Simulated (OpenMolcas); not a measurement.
## Fe3+, Ru3+, Os3+: d5 down the group

```json
{"Program": "OpenMolcas 26.06", "Method": "MS-CASPT2, IPEA 0.25 Eh, imaginary shift 0.1 Eh", "Basis": "ANO-R2", "Scalar Hamiltonian": "X2C, finite nucleus", "Spin-orbit coupling": "RASSI with atomic mean-field integrals over the reference wave functions, term energies averaged over their components"}
```

Active space for each ion: 5 electrons in 5 orbitals (d); closed shells correlated by CASPT2: Fe3+ 3s 3p; Ru3+ 4s 4p; Os3+ 5s 5p.

Computed levels in cm-1 above 6S 5/2:

```csv
Level,Fe3+,Ru3+,Os3+
4G 7/2,33330,24060,21550
4G 11/2,33340,24140,22660
4G 9/2,33350,24200,23350
4P 1/2,36760,27380,24830
4D 7/2,39900,28480,27320
4D 1/2,39980,29340,30890
2I 11/2,48770,35400,33020
2I 13/2,48840,35910,35980
2F 7/2(1),53560,40800,45190
weight of 6S in the lowest level (%),100,99,88
```

Mixed levels, with the weight of the term that names them: Ru3+ 4P 1/2 (70 %), Ru3+ 4D 1/2 (71 %), Ru3+ 2F 7/2(1) (73 %), Os3+ 4G 7/2 (68 %), Os3+ 4P 1/2 (60 %), Os3+ 4D 7/2 (71 %), Os3+ 4D 1/2 (64 %), Os3+ 2F 7/2(1) (59 %).

Measured, with the error of the calculation in %. Measured levels: Fe3+ from Corliss and Sugar, J. Phys. Chem. Ref. Data 11, 135 (1982).

| Level | Fe3+ |
| --- | --- |
| 4G 11/2 | 32246 (+3.4) |
| 4P 1/2 | 35407 (+3.8) |
| 4D 7/2 | 38779 (+2.9) |
| 4D 1/2 | 38897 (+2.8) |
| 2F 7/2(1) | 51394 (+4.2) |

Without spin-orbit coupling 4G lies 33340, 24110, 22260 cm-1 above 6S in that order; the difference to the level 4G 7/2, of either sign, comes from spin-orbit coupling, which also lowers the zero.

Term energies are means over components that CASPT2 splits; among the terms shown or strongly mixed into the levels shown the widest spread is 550 cm-1 (4d5 4F, Ru3+). Blocks of more than 70 roots (2S+1 = 2 even) ran without multistate coupling. Measured partners are found by configuration, term and J. A level has none where our copy of the source lacks it or the pairing is in doubt (some pairs that miss far off the trend of their configuration count as doubtful), and it then counts in no deviation. Levels of configurations outside the active space are missing.

A number in round brackets counts repeated terms of one configuration in the order of the reference energies.
